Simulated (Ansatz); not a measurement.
Molecule: sum formula SiHCl, net charge 0, singlet state. 
Geometry from a B3LYP-D3(BJ)/def2-TZVP (Ansatz, an electronic-structure program) optimisation:
SMILES: Cl[SiH]
```xyz
3

Si     0.7933    -0.2087     0.7471
H      1.8312    -0.4893    -0.3363
Cl    -0.7611     0.2007    -0.5955
```

Wanted: atomisation energy (electronic, to ground-state atoms), in eV. Correlated levels leave the core frozen unless marked. UHF or UKS for open shells. No spin-orbit coupling. No relativistic terms. The coupled-cluster limit lacks core correlation, which all-electron functionals hold. CBS(X,Y): correlation extrapolated as X^-3; Hartree-Fock from the larger set (for Q and 5 zeta extrapolated as (X+1)exp(-9√X)). [CCSD(T)-MP2]/basis is that difference in the basis named.

```tsv
level	program	atomisation energy (eV)	rough core time
PBE/def2-TZVPD	Ansatz	7.74	under 20 s
BHLYP-D4/def2-TZVPD	Ansatz + dftd4	7.48	under 20 s
MP2/def2-QZVPP	Ansatz	7.72	-
MP2/def2-QZVPPD	Ansatz	7.72	-
CCSD(T)/def2-TZVPPD	Ansatz	7.49	under 20 s
CCSD(T)/aug-cc-pV(Q+d)Z	Ansatz	7.69	40 s
RI-MP2/CBS(def2-TZVPPD,def2-QZVPPD)+[CCSD(T)-MP2]/def2-SVPD	Ansatz	7.80	under 20 s
CCSD(T)/CBS(def2-TZVPP,def2-QZVPP)	Ansatz	7.78	24 s
CCSD(T)/CBS(def2-TZVPPD,def2-QZVPPD)	Ansatz	7.78	30 s
CCSD(T)/CBS(cc-pV(Q+d)Z,cc-pV(5+d)Z)	Ansatz	7.79	-
```

Core times are rough, on shared machines, summed over the molecules involved; a dash marks a level read off another run, or run on other hardware, by another program or under a memory cap.

The Hartree-Fock reference is unstable (checked in the largest basis), which strains HF and MP2.
